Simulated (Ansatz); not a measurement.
Gas-phase electronic energies from Ansatz, PBE0-D4/def2-TZVP geometries. CBS: MP2 limit from def2 TZ/QZ plus the TZ coupled-cluster correction, frozen cores. DFT in def2-TZVPP. Open shells (•) are unrestricted, without spin–orbit coupling. Spin–orbit coupling would lower the free atoms: strongly for I. Elements past krypton have def2 core potentials. For I, In outer-core shells are correlated without core-valence functions, so the limit isn't a true one: a few kJ/mol of doubt a bond, and 10 to 20 or more in all where bonds break to atoms.

`[InH2][I]` → I• + `[InH2]`•  (homolysis of the I–In bond)

`[InH2][I]`:

Z-matrix (Å, degrees):
```
In
I 1 2.673
H 1 1.708 2 113.9
H 1 1.708 2 113.9 3 -180.0
```

`[InH2]`•:

Z-matrix (Å, degrees):
```
In
H 1 1.758
H 1 1.758 2 120.6
```

Question: What is ΔE at CCSD(T)/CBS? (An estimate is asked.)

Answer: Computed: +352.1 kJ/mol.

Question: What do these levels give: LDA (SPW92), PBE-D4, B97M-V, r2SCANh-D4, CCSD/def2-TZVPP, CCSD/CBS(def2)? (Best estimate.)

Answer: Computed: LDA (SPW92) 378.4, PBE-D4 330.3, B97M-V 326.4, r2SCANh-D4 326.1, CCSD/def2-TZVPP 315.7, CCSD/CBS(def2) 342.0 kJ/mol.

Largest T1 diagnostic among the species: 0.018.

The D4 term adds +7.2 kJ/mol with B3LYP and +3.8 kJ/mol with PBE0; it sums over pairs of atoms, weighted by their polarisabilities, and B3LYP, whose exchange is more repulsive, gets the larger term. At CCSD(T), def2-SVP lies −45.5 kJ/mol from the extrapolated value and def2-TZVPP −26.2 kJ/mol: correlation converges slowly with the basis, and small sets miss more of it in the bonded molecule than in its fragments. From r2SCAN to r2SCAN0 (25 % exact exchange), in def2-TZVPP and without D4, ΔE moves by −3.4 kJ/mol: exact exchange takes away binding that semilocal exchange gives to molecules.

B3LYP here is the variant with VWN-RPA as its local correlation; programs differ in this.
